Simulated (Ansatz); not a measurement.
## A basis-limit estimate, worked out

An elementary step of BH2ClO2F2, closed shell (BClF₂ ([F][B]([F])[Cl]) + H₂O₂ ([OH][OH]) → BHO₂F₂ ([OH][O][B]([F])[F]) + HCl; B–Cl, H–O broken or loosened, B–O, Cl–H formed or tightened). “Start” and “end” are the PBE0-D4/def2-TZVP structures reached by relaxing down either side of its saddle point, with the molecules still in contact.

Program: Ansatz 0.2.0. Basis: def2-TZVPP and def2-QZVPP. Cores are frozen in the correlated methods.

Energies in eV:

| quantity | end | start |
| --- | --- | --- |
| Hartree–Fock, triple zeta (X = 3) | -22699.98942 | -22699.52647 |
| Hartree–Fock, quadruple zeta (X = 4) | -22700.79755 | -22700.31783 |
| MP2 correlation, X = 3 | -34.53765 | -34.80745 |
| MP2 correlation, X = 4 | -37.63846 | -37.92684 |
| CCSD(T) correlation, X = 3 | -36.45538 | -36.68130 |

**Question.** Work out the step energy at the basis limit: extrapolate Hartree–Fock as E(X) = E∞ + A exp(−7.88 √X) and the MP2 correlation as E(X) = E∞ + B X^−2.97 (the exponents that Neese and Valeev fitted for def2-TZVPP and QZVPP), then add CCSD(T) − MP2 in triple zeta.

**Answer.** Each step is linear, so take the differences first (end − start): Hartree–Fock -0.46295 (X = 3) and -0.47972 (X = 4); MP2 correlation 0.26980 and 0.28838; CCSD(T) correlation 0.22592.
Two points give E∞ = E(4) + w [E(4) − E(3)], with w = 1/(exp(7.88 (2 − √3)) − 1) = 0.1377 for Hartree–Fock and w = 1/((4/3)^2.97 − 1) = 0.7407 for the correlation.
Hartree–Fock: -0.47972 + 0.1377 × (-0.01677) = -0.4820 eV.
MP2 correlation: 0.28838 + 0.7407 × 0.01858 = 0.3021 eV.
CCSD(T) − MP2: 0.22592 − 0.26980 = -0.0439 eV.
Sum: -0.4820 + 0.3021 + (-0.0439) = -0.2238 eV, or -5.16 kcal/mol. Plain CCSD(T) in triple zeta gives -0.2370 eV, so the larger basis shifts the result by 0.0132 eV.

T1 diagnostic: at most 0.013.

Labels in which every atom is bracketed show which atoms are joined, not bond orders.

For scale, one of the runs: CCSD(T)/def2-TZVPP, 225 basis functions, launched by `ansatz run in.yaml --threads 4 --pin off --events-out ev --progress --plain --max-ram 9574MiB`. The run took 2.6 min on 4 CPU threads of an Arm Neoverse V1 (shared host), with 4.1 GiB of host memory at its peak.
